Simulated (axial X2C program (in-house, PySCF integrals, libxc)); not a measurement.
# NaRh: from the spin-free to the two-component result

Calculated with an in-house relativistic program for diatomic molecules. Spin-free means the one-electron spin-free X2C Hamiltonian; two-component (2c) means X2C with spin–orbit coupling and atomic mean-field two-electron Coulomb and Gaunt terms, so the difference of the two also holds small scalar two-electron terms. Basis: Rh dyall-cv3z [12s12p8d5f3g], Na dyall-cv3z [9s8p5d2f] (cores contracted in-house); Gaussian nuclei, density fitting, unrestricted open shells. Masses: Rh 102.906 u, Na 22.990 u.

Spin-free state: M_S = 1, Λ = 2 (beyond evenly filled blocks: σα, δ+α, δ+β, δ-α); fragments Rh + Na.

| level | Re (Å) | ωe (cm⁻¹) | De (eV) | μ (D) |
| --- | --- | --- | --- | --- |
| PBE0 | 2.734 | 199.5 | 1.236 | 4.57 |
| HF | 3.068 | 114.9 | 0.234 | 2.70 |
| CCSD | 2.724 | 210.5 | 1.211 | n/a |
| CCSD(T) | 2.705 | 217.4 | 1.293 | n/a |
| PW91 | 2.690 | 211.6 | 1.643 | 4.79 |
| TPSSh | 2.725 | 202.5 | 1.339 | 4.73 |
| M06 | 2.753 | 194.8 | 1.739 | 6.27 |

Correlated methods: 18 electrons correlated (number of frozen shells: Rh 4 s, 3 p, 1 d; Na 1 s), 302 virtual spin orbitals or spinors in MP2, 140 natural virtuals in coupled cluster.

Dipoles are positive if Na is the positive end.

Two-component determinant lowest at the distance of the search:

Ω = 3 (⟨Sz⟩ = 0.98, ⟨Lz⟩ = 2.02 at HF); fragments Rh + Na.

```tsv
level	Re (Å)	ωe (cm⁻¹)	μ (D)
PBE0	2.735	199.3	4.56
HF	3.067	115.0	2.70
CCSD	2.724	209.3	n/a
CCSD(T)	2.704	215.3	n/a
PW91	2.691	211.3	4.78
TPSSh	2.726	202.3	4.72
M06	2.754	194.9	6.27
```

Task: From the two tables, how do the constants change at the CCSD(T) level (2c against spin-free)?

Result: At the CCSD(T) level Re is unchanged within 0.001 Å and ωe goes down by 2.1 cm⁻¹.

Occupations by symmetry block were frozen at the best pattern of an incomplete PBE0 search. Dissociation energies refer to the lowest single-determinant-based atoms at the same level and basis. De is not given where an atomic determinant may have missed its ground term or J level, or where the truncated virtual space spoils (T). Density functionals use the spin component along the axis (collinear). CCSD and (T) use frozen natural virtuals with an MP2 correction for the truncation; (T) itself is uncorrected, so its De runs slightly low. PBE0 can misorder states that lie within some tenths of an eV, so this need not be the ground state of the molecule. The nearest other spin-free determinant of the search, M_S = 1, Λ = 3, lies 0.25 eV up at the distance of the search. The functionals have no current-density term, which raises determinants with orbital currents, atoms included. With several unpaired electrons one determinant need not be a pure state. The determinant is spin-polarised beyond a pure state at some levels (its spin-free form has ⟨S²⟩ too high), which makes Re and μ there less reliable. The T1 diagnostic is large, a sign of multireference character.
